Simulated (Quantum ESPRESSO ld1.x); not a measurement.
Task: Tc4+, configuration [Kr] 4d3. All-electron calculation, scalar-relativistic Kohn-Sham, BLYP, spin-unpolarised, spherical densities, point nucleus. Program: ld1.x of Quantum ESPRESSO 7.5. Some entries of the table are withheld. Estimate them.

| orbital | occ. | eigenvalue (eV) | <1/r> (bohr^-1) |
|---|---|---|---|
| 1s | 2 | -20920.2 | 44.71 |
| 2s | 2 | (1) | 10.09 |
| 2p | 6 | -2713.29 | 9.795 |
| 3s | 2 | -565.758 | 3.480 |
| 3p | 6 | (2) | 3.312 |
| 3d | 10 | -297.286 | 3.084 |
| 4s | 2 | (3) | 1.312 |
| 4p | 6 | -90.3463 | 1.180 |
| 4d | 3 | -48.9906 | 0.9087 |

Result: 
(1) 2s eigenvalue (eV): -3025.72
(2) 3p eigenvalue (eV): -463.233
(3) 4s eigenvalue (eV): -119.001
